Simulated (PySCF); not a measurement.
Computed IR spectrum (relative IR intensity) of a molecule C3H8AlCl. Geometry: PBE0-D3(BJ)/def2-SVP. Other conformers were not sampled. Method: PBE0-D3(BJ)/def2-SVP run with PySCF 2.14.0. Frequencies are harmonic and unscaled.

| ν (cm⁻¹) | relative intensity |
|---|---|
| 289 | 3.3 |
| 338 | 2.6 |
| 468 | 26 |
| 510 | 25 |
| 587 | 4.2 |
| 681 | 100 |
| 907 | 4.3 |
| 962 | 7.2 |
| 1121 | 2.9 |
| 1471 | 8.1 |
| 1482 | 2.4 |
| 1953 | 71 |
| 2989 | 6.3 |
| 3028 | 13 |
| 3032 | 13 |
| 3109 | 11 |
| 3113 | 5.6 |
| 3128 | 6.9 |
| 3143 | 5.2 |

Task: Which structure fits?
A) C[CH](C)[AlH][Cl]
B) C[CH2][Al]([CH3])[Cl]
C) CC[CH2][AlH][Cl]

Result: A, C[CH](C)[AlH][Cl]
